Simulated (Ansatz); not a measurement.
All values below come from Ansatz (a quantum-chemistry and plane-wave program) with frozen-core CCSD(T)/def2-TZVPP // PBE0-D3(BJ)/def2-TZVP.

Ansatz 0.2 input:
```yaml
crystal:
  periodic: [false, false, false]
  atoms:
    - { symbol: F, position_ang: [1.751369, -0.164882, -0.562234] }
    - { symbol: Sn, position_ang: [-0.004944, 0.003758, 0.118372] }
    - { symbol: F, position_ang: [-0.70862, 1.546421, -0.719099] }
    - { symbol: F, position_ang: [-0.962879, -1.442356, -0.634905] }
    - { symbol: H, position_ang: [-0.074926, 0.05706, 1.797866] }
basis:
  gaussian: { orbitals: def2-TZVPP }
correlation:
  method: ccsd_t
```

Output:

```
Functional definition: HF
1166 factors; integrals over basis functions are off by at most 1.6e-3 eV
mean field evaluation 1: about -13940.5591 eV, gradient 5.1e1 eV
mean field evaluation 2: about -13940.6934 eV, gradient 5.1e1 eV
mean field evaluation 4: about -13945.0685 eV, gradient 2.1e0 eV
mean field evaluation 8: about -13945.1146 eV, gradient 1.3e-1 eV
mean field evaluation 16: about -13942.9748 eV, gradient 3.9e1 eV
mean field -13945.11468420 eV, -512.4735123061 hartree, gradient 2.3e-6 eV, S^2 0.000000; 0 other end points of the search recorded, 0 dependent functions left out
7 core orbitals not correlated
reference -13945.11468420 eV, -512.4735123061 hartree; 18, 18 occupied and 132, 132 virtual orbitals, 1166 factors
second order -29.15794932 eV of doubles, -0.00000000 eV of singles
cycle   1  -28.22110830 eV  change    9.4e-1 eV  update   1.3e-1
cycle   2  -28.85506084 eV  change   -6.3e-1 eV  update   4.2e-2
cycle   3  -29.01006009 eV  change   -1.5e-1 eV  update   2.1e-2
cycle   4  -28.99096355 eV  change    1.9e-2 eV  update   5.0e-3
cycle   5  -28.98483039 eV  change    6.1e-3 eV  update   1.7e-3
cycle   6  -28.98581087 eV  change   -9.8e-4 eV  update   5.5e-4
cycle   7  -28.98589828 eV  change   -8.7e-5 eV  update   1.6e-4
cycle   8  -28.98575550 eV  change    1.4e-4 eV  update   4.7e-5
cycle   9  -28.98574177 eV  change    1.4e-5 eV  update   1.7e-5
perturbative correction -0.83712803 eV, -0.0307638875 hartree
Total energy: -13974.93755399 eV, -513.5694825563 hartree
```

Cost: roughly 80 core-seconds.
